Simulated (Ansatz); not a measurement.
Complex (SMILES): Cl (HCl) with C#N (CH-N), atoms 1 to 2 the first; geometry from B3LYP-D3(BJ)/def2-TZVP, monomers rigid:
```xyz
5

Cl     0.5827     0.3550    -0.5709
H     -0.2332    -0.1068     0.3213
C     -2.2420    -1.2590     2.4984
N     -1.5177    -0.8394     1.7187
H     -2.9178    -1.6506     3.2258
```

How fast the counterpoise-corrected interaction energy converges with the basis for several methods (Ansatz, a quantum-chemistry and plane-wave program): deviation from each method's own reference, in kcal/mol. References: B3LYP -3.96 kcal/mol, the value in aug-pcseg-3; HF -2.69 kcal/mol, the value in aug-pcseg-3; MP2 -5.35 kcal/mol, Hartree-Fock in aug-cc-pV(Q+d)Z plus the correlation part extrapolated as X^-3 from aug-cc-pV(T+d)Z and aug-cc-pV(Q+d)Z; PBE -4.72 kcal/mol, the value in aug-pcseg-3. Cartesian d functions, on some or all atoms, in 6-311+G**; all else is spherical. In correlated methods cores are frozen. No added dispersion term, no relativity. 

```json
[
 {"basis": "STO-3G", "functions": "21", "B3LYP": "-1.56", "HF": "-0.87", "MP2": "(withheld)", "PBE": "-1.52"},
 {"basis": "pcseg-0", "functions": "35", "B3LYP": "-1.66", "HF": "-2.23", "MP2": "(withheld)", "PBE": "-1.66"},
 {"basis": "cc-pV(D+d)Z", "functions": "61", "B3LYP": "-0.11", "HF": "-0.20", "MP2": "(withheld)", "PBE": "-0.12"},
 {"basis": "6-311+G**", "functions": "87", "B3LYP": "-0.29", "HF": "-0.31", "MP2": "(withheld)", "PBE": "-0.29"},
 {"basis": "aug-cc-pV(D+d)Z", "functions": "96", "B3LYP": "-0.02", "HF": "-0.04", "MP2": "(withheld)", "PBE": "-0.03"},
 {"basis": "pcseg-2", "functions": "122", "B3LYP": "-0.07", "HF": "-0.12", "MP2": "(withheld)", "PBE": "-0.05"},
 {"basis": "cc-pV(T+d)Z", "functions": "127", "B3LYP": "0.00", "HF": "-0.01", "MP2": "(withheld)", "PBE": "0.05"},
 {"basis": "def2-TZVPP", "functions": "132", "B3LYP": "0.06", "HF": "0.02", "MP2": "(withheld)", "PBE": "0.09"},
 {"basis": "6-311++G(3df,3pd)", "functions": "161", "B3LYP": "0.03", "HF": "0.04", "MP2": "(withheld)", "PBE": "0.04"},
 {"basis": "aug-pcseg-2", "functions": "188", "B3LYP": "-0.02", "HF": "-0.01", "MP2": "(withheld)", "PBE": "-0.02"},
 {"basis": "def2-QZVPP", "functions": "244", "B3LYP": "0.00", "HF": "0.00", "MP2": "(withheld)", "PBE": "0.02"},
 {"basis": "cc-pV(5+d)Z", "functions": "392", "B3LYP": "0.00", "HF": "0.00", "MP2": "(withheld)", "PBE": "0.02"}
]
```

Question: Fill in the missing entries.

Answer: 
- STO-3G, MP2: 1.71
- pcseg-0, MP2: 0.12
- cc-pV(D+d)Z, MP2: 1.14
- 6-311+G**, MP2: 1.20
- aug-cc-pV(D+d)Z, MP2: 0.58
- pcseg-2, MP2: 0.73
- cc-pV(T+d)Z, MP2: 0.60
- def2-TZVPP, MP2: 0.63
- 6-311++G(3df,3pd), MP2: 0.51
- aug-pcseg-2, MP2: 0.41
- def2-QZVPP, MP2: 0.28
- cc-pV(5+d)Z, MP2: 0.15

Mean absolute deviation over 6-311+G**, pcseg-2, cc-pV(T+d)Z, def2-TZVPP, 6-311++G(3df,3pd), aug-pcseg-2: B3LYP 0.08, HF 0.08, PBE 0.09, MP2 0.68 kcal/mol.
